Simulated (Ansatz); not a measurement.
The cluster Mn2O4⁻. Charge -1, multiplicity 2. Geometry r2SCAN-D4/def2-SVPD; atoms count from 1.

```xyz
6

Mn   -1.1972   -0.2993    0.0571
Mn    1.4055   -0.1010    0.1290
O    -0.6563    1.4683    0.0144
O    -0.0358    0.8202    1.1804
O    -2.2823   -1.2703   -0.7058
O     2.7661   -0.6179   -0.6750
```

The structure holds one bond between oxygen atoms, so isomers without such links may lie far lower. The charge -1 doublet is spin-contaminated (final ⟨S²⟩ up to 4.61, 0.75 for a pure state). Another isomer (doublet) lies 0.75 eV lower at PBE0-D4/def2-TZVPD; other spin states weren't run for this one.

**Question.** Estimate the Mulliken populations from the PBE0/def2-TZVPD orbitals of Ansatz.

**Answer.** 
```json
{"atom": "Mn1", "charge (e)": "0.99", "spin (α − β)": "-4.04", "d electrons": "5.20"}
{"atom": "Mn2", "charge (e)": "0.88", "spin (α − β)": "4.80", "d electrons": "5.28"}
{"atom": "O3", "charge (e)": "-0.44", "spin (α − β)": "0.06", "d electrons": "–"}
{"atom": "O4", "charge (e)": "-0.48", "spin (α − β)": "-0.01", "d electrons": "–"}
{"atom": "O5", "charge (e)": "-0.92", "spin (α − β)": "0.07", "d electrons": "–"}
{"atom": "O6", "charge (e)": "-1.03", "spin (α − β)": "0.12", "d electrons": "–"}
```
Mulliken values depend strongly on the basis. With diffuse functions, as here, like atoms can get unlike values, and bond orders can come out too low or too high.

**Question.** Where does the spin sit?

**Answer.** Summed by element: Mn 0.76, O 0.24, of 1 unpaired in all. Largest on single atoms: Mn2 4.80, Mn1 -4.04, O6 0.12.

**Question.** And the Mayer bond orders between heavy atoms (over 0.3)?

**Answer.** Mn1–O3 0.54 (1.85 Å); Mn1–O4 0.36 (1.97 Å); Mn1–O5 1.56 (1.64 Å); Mn2–O6 1.59 (1.66 Å); O3–O4 0.51 (1.47 Å).
